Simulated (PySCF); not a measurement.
## Ionisation energy of Cu+ by level of theory

Cu+ [Ar] 3d10 (1S) → Cu(2+) [Ar] 3d9 (2D), as a difference of total energies. Calculation: PySCF 2.14, in aug-cc-pVTZ-DK; the spin-free X2C one-electron Hamiltonian (Gaussian nucleus). Correlated levels: valence: [Ar] frozen. The calculations carry no spin-orbit coupling.

| method | ionisation energy (eV) | plus first-order spin-orbit estimate | error of that sum (eV) |
| --- | --- | --- | --- |
| UHF | 17.140 | 17.035 | -3.257 |
| LDA | 21.571 | 21.466 | +1.174 |
| PBE | 20.946 | 20.841 | +0.549 |
| PBE0 | 20.235 | 20.130 | -0.162 |
| r2SCAN | 20.349 | 20.244 | -0.048 |
| M06-2X | 19.844 | 19.739 | -0.553 |
| PW91 | 21.043 | 20.938 | +0.646 |
| wB97M-V | 20.244 | 20.138 | -0.154 |
| B97-3 | 20.189 | 20.083 | -0.209 |
| MP2 (valence) | 20.853 | 20.748 | +0.456 |
| SCS-MP2 (valence) | 20.411 | 20.306 | +0.014 |

Reference: 20.292 eV (measured; NIST Atomic Spectra Database, ionization energies).

A first-order spin-orbit estimate (lowest level to lowest level, LS coupling) adds -0.105 eV.

Errors of the correlated levels include the incompleteness of this basis and the frozen core.
